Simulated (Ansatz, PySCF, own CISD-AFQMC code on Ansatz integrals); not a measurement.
Constitutional and geometric isomers with formula H6B2Si. Isolated molecules, 0 K electronic values unless said otherwise. One relaxed conformer stands for each flexible species; it need not be the lowest. Strings in code marks are SMILES.

Quantity: electronic energy of isomers of H6B2Si relative to `BB[SiH3]`, in kJ/mol. AFQMC values (own CISD-AFQMC code on Ansatz (an electronic-structure program) integrals) carry a statistical error of up to ±0.92 kJ/mol (one standard error) and the bias of the phaseless constraint.

Level 1: composite: frozen-core CCSD(T) with HF/cc-pVQZ and the correlation energy extrapolated as X^-3 from cc-pVTZ and cc-pVQZ, plus phaseless AFQMC minus CCSD(T) in cc-pVDZ // PBE0-D3(BJ)/def2-TZVP (Ansatz)
Level 2: PBE-D3(BJ)/def2-TZVP // PBE0-D3(BJ)/def2-TZVP (PySCF)
Level 3: r2SCAN0/cc-pVTZ // PBE0-D3(BJ)/def2-TZVP (Ansatz)
Level 4: SVWN5/6-31G* // PBE0-D3(BJ)/def2-TZVP (PySCF)

```
species     level 2  level 3  level 4
----------  -------  -------  -------
`B[SiH2]B`    38.48    35.97    40.49
```

Question: What does level 1 give for each?

Answer: 
- `B[SiH2]B`: 28.43
